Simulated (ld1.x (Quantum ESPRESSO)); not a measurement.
What the settings do to the TM potential of Ba

Base potential:

- Element: Ba (Z = 56)
- Generator: ld1.x (Quantum ESPRESSO) 7.5
- Type: norm-conserving Troullier–Martins (Kleinman–Bylander form)
- Functional: PBE
- Relativity: scalar-relativistic
- Frozen core: [Kr] 4d10
- Valence charge: 10
- Reference configuration: 5s2 5p6 5d0 6s0 6p0 (charge +2)
- Partial waves: 5s (bound): rc 2.70 bohr; 5p (bound): rc 1.85 bohr; 5d (bound, empty): rc 3.10 bohr
- Local potential: all-electron potential smoothed inside 2.00 bohr (lloc = -1)
- Core correction: none

All-electron outer shells of the reference configuration (PBE, scalar-relativistic, ld1.x):

```csv
shell,level (eV),outermost node (bohr),outermost maximum (bohr)
4d,-102.16,0.32,0.70
5s,-45.98,0.80,1.47
5p,-30.91,0.86,1.67
5d,-12.91,0.99,2.31
6s,-12.34,1.93,3.62
6p,-8.98,2.26,4.26
```

Cutoffs, loose and tight: the cutoffs (Ry, on a coarse ladder) from which the occupation-weighted sum of valence levels, in a spherical-Bessel basis at the reference potential, stays within 10 and 1 mRy of its value at 400 Ry. They do not see the model core or the augmentation charge, which bear on the density cutoff. Test errors are all-electron minus pseudo excitation energies from the reference, over the configurations 5s2 5p6 5d0 6s2 6p0; 5s2 5p6 5d0 6s1 6p0; 5s2 5p6 5d0 6s1.5 6p0; 5s2 5p6 5d0 6s1 6p1; 5s2 5p5 5d0 6s2 6p0; 5s2 5p6 5d0 6s0 6p1; 5s2 5p6 5d0 6s0 6p2. A dash means not determined; rows that change the core or the reference have their own tests. The largest error is taken over the tests solved by every variant that gives reliable tests at all: 5s2 5p6 5d0 6s1 6p0; 5s2 5p6 5d0 6s1.5 6p0; 5s2 5p6 5d0 6s2 6p0.

A true bound ghost makes a file unfit for plane-wave use even where its test errors are small: the radial tests pick states by their node count and pass the ghost by. Where a test does run into it, the solver fails or the error is huge.

```csv
change,outcome,"cutoff, loose","cutoff, tight",bound ghosts,largest test error (meV)
base,generated,30 Ry,55 Ry,none,+1902
wave 5s (bound): rc 2.70 bohr becomes 5s (bound): rc 2.62 bohr,generated,30 Ry,55 Ry,none,+1691
wave 5s (bound): rc 2.70 bohr becomes 5s (bound): rc 3.08 bohr,generated,30 Ry,55 Ry,s,+3077
wave 5s (bound): rc 2.70 bohr becomes 5s (bound): rc 3.64 bohr,generated,30 Ry,55 Ry,s,7 of 7 tests not solved or not reliable
wave 5s (bound): rc 2.70 bohr becomes 5s (bound): rc 3.92 bohr,generated,30 Ry,55 Ry,s,7 of 7 tests not solved or not reliable
```

What comes out with this change to the base: wave 5s (bound): rc 2.70 bohr becomes 5s (bound): rc 1.94 bohr?

outcome: generated; cutoff, loose: 40 Ry; cutoff, tight: 60 Ry; bound ghosts: none; largest test error (meV): +285.

What comes out with this change to the base: wave 5s (bound): rc 2.70 bohr becomes 5s (bound): rc 2.28 bohr?

outcome: generated; cutoff, loose: 35 Ry; cutoff, tight: 55 Ry; bound ghosts: none; largest test error (meV): +737.

Reading the sweep of the s radius (base included, trends over the rows without a ghost): The loose cutoff falls from 40 Ry at 1.94 to 30 Ry at 2.7 bohr. A larger radius leaves more room for a smooth pseudo-wave, so fewer plane waves are needed; a smaller one forces it to follow the all-electron wave where it bends sharply. Bound ghosts are found at 3.08, 3.64, 3.92 bohr.
